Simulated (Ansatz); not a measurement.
C$_{3}$H$_{10}$AlFSi, singlet, geometry from GFN2-xTB (such geometries of metal compounds can be far from the true shape), atoms displaced at random by about 0.03 Å a coordinate; Ansatz (an electronic-structure program) with B3LYP/STO-3G, gradient.

The Ansatz input:
Ansatz 0.2 input:
```yaml
crystal:
  periodic: [false, false, false]
  atoms:
    - {symbol: Al, position_ang: [-0.34946376, 1.55866351, -0.68027664]}
    - {symbol: F, position_ang: [0.82888067, 2.67834542, -0.84487062]}
    - {symbol: H, position_ang: [-1.70255690, 2.10888590, -1.06643783]}
    - {symbol: Si, position_ang: [-0.06692949, -0.70200633, 0.26263051]}
    - {symbol: C, position_ang: [-1.72281158, -1.67171589, 0.21750883]}
    - {symbol: C, position_ang: [0.49667692, -0.65960646, 2.12959810]}
    - {symbol: C, position_ang: [1.18321828, -1.74159294, -0.75434095]}
    - {symbol: H, position_ang: [-1.65420735, -2.59955037, 0.60882107]}
    - {symbol: H, position_ang: [-2.48501351, -1.03166822, 0.75512358]}
    - {symbol: H, position_ang: [-2.13691309, -1.65732633, -0.86599143]}
    - {symbol: H, position_ang: [-0.22770734, -0.23129225, 2.73885349]}
    - {symbol: H, position_ang: [1.48876840, -0.10227854, 2.17377471]}
    - {symbol: H, position_ang: [0.74260751, -1.63956864, 2.51474308]}
    - {symbol: H, position_ang: [2.10658150, -1.17976201, -0.85335629]}
    - {symbol: H, position_ang: [0.87268986, -1.84044872, -1.77659023]}
    - {symbol: H, position_ang: [1.36267733, -2.71737739, -0.28235487]}
basis:
  gaussian:
    orbitals: STO-3G
hamiltonian:
  xc: b3lyp
output: {forces: true}
```

Output, abridged:

```
Functional definition: B3LYP
612 factors; integrals over basis functions are off by at most 6.7e-5 eV
mean field evaluation 1: about -20216.4236 eV, gradient 2.7e1 eV
mean field evaluation 2: about -20210.3721 eV, gradient 5.7e1 eV
mean field evaluation 4: about -20219.1021 eV, gradient 2.2e0 eV
mean field evaluation 8: about -20219.0424 eV, gradient 4.8e-2 eV
mean field -20219.04238520 eV, -743.0361026969 hartree, gradient 1.6e-5 eV, S^2 0.000000; 0 other end points of the search recorded, 0 dependent functions left out
the calculation of the forces begins
reference -20219.04262363 eV, -743.0361114591 hartree; 32, 32 occupied and 16, 16 virtual orbitals, 612 factors
Total energy: -20219.04262363 eV, -743.0361114591 hartree
Atom 0 at    -0.349464     1.558664    -0.680277 Å, force    -0.218339    -1.275927     0.740362 eV/Å
Atom 1 at     0.828881     2.678345    -0.844871 Å, force     0.186384    -0.255185     0.051149 eV/Å
Atom 2 at    -1.702557     2.108886    -1.066438 Å, force     0.084563    -0.167213    -0.014952 eV/Å
Atom 3 at    -0.066929    -0.702006     0.262631 Å, force    -0.150046     0.845074    -0.098431 eV/Å
Atom 4 at    -1.722812    -1.671716     0.217509 Å, force    -1.393709     6.397004    -3.343838 eV/Å
Atom 5 at     0.496677    -0.659606     2.129598 Å, force     3.274851    -0.223735    -3.224232 eV/Å
Atom 6 at     1.183218    -1.741593    -0.754341 Å, force    -0.266944     0.957760     1.192473 eV/Å
Atom 7 at    -1.654207    -2.599550     0.608821 Å, force    -0.005862    -4.137111     1.577656 eV/Å
Atom 8 at    -2.485014    -1.031668     0.755124 Å, force     0.732669    -1.131652    -0.092131 eV/Å
Atom 9 at    -2.136913    -1.657326    -0.865991 Å, force     0.941206    -0.669912     1.905838 eV/Å
Atom 10 at    -0.227707    -0.231292     2.738853 Å, force    -1.666153     1.357999     1.664253 eV/Å
Atom 11 at     1.488768    -0.102279     2.173775 Å, force    -1.520231    -0.284970     0.252973 eV/Å
Atom 12 at     0.742608    -1.639569     2.514743 Å, force    -0.181133    -0.790886     0.135270 eV/Å
Atom 13 at     2.106581    -1.179762    -0.853356 Å, force     0.780330    -0.042088     0.447310 eV/Å
Atom 14 at     0.872690    -1.840449    -1.776590 Å, force    -0.747823    -0.631767    -0.854646 eV/Å
Atom 15 at     1.362677    -2.717377    -0.282355 Å, force     0.150237     0.052608    -0.339054 eV/Å
Dipole moment:     0.032256     0.114568    -0.078114 e Å
```
